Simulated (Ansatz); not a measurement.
Basis-set extrapolation for `[F][Al]1[BH]O[B]1S` (PBE0-D4/def2-TZVP geometry, frozen core, Ansatz). Multiplicity 1, RHF reference.

|  | def2-TZVPP | def2-QZVPP |
| --- | --- | --- |
| HF | -864.528433 | -864.556585 |
| MP2 correlation | -0.908774 | -0.985026 |
| CCSD(T) correlation | -0.983332 | not run |

Energies in hartree. Use E(X) = E(∞) + A·exp(−7.88·√X) for Hartree–Fock and E(X) = E(∞) + B·X^(−2.97) for correlation, with X = 3 and 4, and add CCSD(T) minus MP2 of the smaller set to the MP2 limit.

Task: What is the CCSD(T) energy at the basis-set limit?

Result: HF limit: -864.556585 + (-0.028152) × 0.13774 = -864.56046. MP2 limit: -0.985026 + (-0.076252) × 0.74074 = -1.04151. Higher-order term: -0.983332 − (-0.908774) = -0.07456. Total: -865.67653 hartree, 432.6 kJ/mol below CCSD(T)/def2-TZVPP.
